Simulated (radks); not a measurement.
Question: W3.5+, 70.5 electrons, occupied as [Xe] 4f14 5d(up 2.25, down 0.25) (fractional occupations, a model configuration). Method: scalar-relativistic Kohn-Sham, PBE, spin-polarised, spherical densities, point nucleus; computed with a radial shooting solver on a logarithmic mesh with Libxc functionals. Some entries of the table are withheld. Estimate them.

orbital  occ.  eigenvalue (eV)  <1/r> (bohr^-1)  r(max) (bohr)
1s down     1        -69534.64            87.12        0.01145
1s up       1        -69534.64            87.12        0.01145
2s up       1        -12031.44            20.37        0.06566
2s down     1        -12031.33            20.37        0.06566
2p up       3        -10525.45            18.45        0.05388
2p down     3        -10525.36            18.45        0.05388
3s up       1        -2798.700            7.541         0.1852
3s down     1        -2798.673            7.541         0.1852
3p up       3        -2352.805            6.961         0.1834
3p down     3        -2352.773            6.961         0.1834
3d up       5        -1840.358            6.577         0.1494
3d down     5        -1840.288            6.577         0.1494
4s up       1        -606.0685            3.204         0.4206
4s down     1        -605.9764            3.204         0.4206
4p up       3        -459.8360            2.911         0.4412
4p down     3        -459.7515            2.910         0.4412
4d up       5        -274.5916            2.589         0.4522
4d down     5        -274.4897            2.589         0.4522
5s up       1        -115.3495            1.255         0.9625
5s down     1        -114.2979            1.262         0.9598
5p up       3         -79.1960            1.063            (1)
5p down     3         -77.7998            1.070            (2)
4f up       7         -69.3749            2.085         0.4288
4f down     7         -69.1388            2.090         0.4286
5d up    2.25         -37.9353           0.7511            (3)
5d down  0.25         -36.2268           0.7510            (4)

Answer: 
(1) 5p up r(max) (bohr): 1.090
(2) 5p down r(max) (bohr): 1.084
(3) 5d up r(max) (bohr): 1.419
(4) 5d down r(max) (bohr): 1.410
